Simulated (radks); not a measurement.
Problem. Neutral magnesium, [Ne] 3s2. All-electron calculation, non-relativistic Kohn-Sham, LDA (Slater exchange, Perdew-Wang correlation), spin-polarised, spherical densities, point nucleus. Program: a radial shooting solver on a logarithmic mesh with Libxc functionals. Every spin shell is full or empty, so the densities are truly spherical. Functionals are evaluated on that one density, not self-consistently. Rank these orbital-free kinetic functionals by their error against the exact value of the orbitals, and give that value: Thomas-Fermi, von Weizsacker, TF + vW, TF + vW/9, TF + vW/5, Thakkar, PG1, Ernzerhof.

Solution. Exact: 198.540 hartree. From best to worst, with 100 (|E| - |E exact|)/|E exact| (equal figures are ties): Thakkar -0.08, Ernzerhof +0.14, TF + vW/9 -0.61, TF + vW/5 +5.27, Thomas-Fermi -7.95, PG1 +27.67, von Weizsacker -33.93, TF + vW +58.12.
